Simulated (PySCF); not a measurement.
**Potential energy of SrS along the bond**

Set-up: Sr def2-SVPD with ECP28, S def2-SVPD; scalar-relativistic core potentials (PySCF 2.14). Energies in eV from Sr + S in their ground configurations at the same level. State: ¹Σ⁺ (singlet), closed shell.

Curves on a restricted Hartree–Fock reference rise too fast on stretching and do not dissociate correctly.

```json
{"R (Å)": "2.122", "TPSSh": "-2.539", "RHF-MP2": "-1.598", "RHF": "0.106", "RHF-SCS-MP2": "-1.376"}
{"R (Å)": "2.220", "TPSSh": "-3.231", "RHF-MP2": "-2.349", "RHF": "-0.701", "RHF-SCS-MP2": "-2.138"}
{"R (Å)": "2.319", "TPSSh": "-3.621", "RHF-MP2": "-2.795", "RHF": "-1.179", "RHF-SCS-MP2": "-2.592"}
{"R (Å)": "2.393", "TPSSh": "-3.765", "RHF-MP2": "-2.978", "RHF": "-1.373", "RHF-SCS-MP2": "-2.780"}
{"R (Å)": "2.467", "TPSSh": "-3.811", "RHF-MP2": "-3.063", "RHF": "-1.457", "RHF-SCS-MP2": "-2.869"}
{"R (Å)": "2.541", "TPSSh": "-3.781", "RHF-MP2": "-3.072", "RHF": "-1.455", "RHF-SCS-MP2": "-2.882"}
{"R (Å)": "2.640", "TPSSh": "-3.655", "RHF-MP2": "-2.999", "RHF": "-1.352", "RHF-SCS-MP2": "-2.811"}
{"R (Å)": "2.763", "TPSSh": "-3.402", "RHF-MP2": "-2.817", "RHF": "-1.113", "RHF-SCS-MP2": "-2.634"}
{"R (Å)": "2.911", "TPSSh": "-3.021", "RHF-MP2": "-2.530", "RHF": "-0.737", "RHF-SCS-MP2": "-2.355"}
{"R (Å)": "3.108", "TPSSh": "-2.467", "RHF-MP2": "-2.085", "RHF": "-0.199", "RHF-SCS-MP2": "-1.940"}
```

Put a parabola through the three lowest points of the TPSSh curve and estimate Re, k and ωe (reduced mass 23.44 u; 1 eV/Å² = 0.16022 mdyn/Å; ωe = 1302.8·√(k/μ) cm⁻¹).

Through R = 2.393, 2.467, 2.541 Å the second-order coefficient is 6.94 eV/Å², so Re ≈ 2.475 Å, k ≈ 2.22 mdyn/Å and ωe ≈ 401 cm⁻¹. A polynomial fit of higher order to the unrounded TPSSh energies gives Re = 2.472 Å, k = 2.16 mdyn/Å, ωe = 396 cm⁻¹; anharmonicity and rounding make the difference.

The higher-order fit for each curve: TPSSh: Re = 2.472 Å, ωe = 396 cm⁻¹, De = 3.81 eV; RHF-MP2: Re = 2.514 Å, ωe = 365 cm⁻¹, De = 3.08 eV; RHF: Re = 2.501 Å, ωe = 402 cm⁻¹, De = 1.47 eV; RHF-SCS-MP2: Re = 2.517 Å, ωe = 365 cm⁻¹, De = 2.88 eV.

Correlated steps freeze 5 core orbitals. Correlated levels converge slowly with the basis: in double zeta they bind strong bonds too weakly, by up to about 1 eV, and carry superposition errors of some tenths. Where the molecule has an RHF reference, its open-shell atoms are computed with UHF.
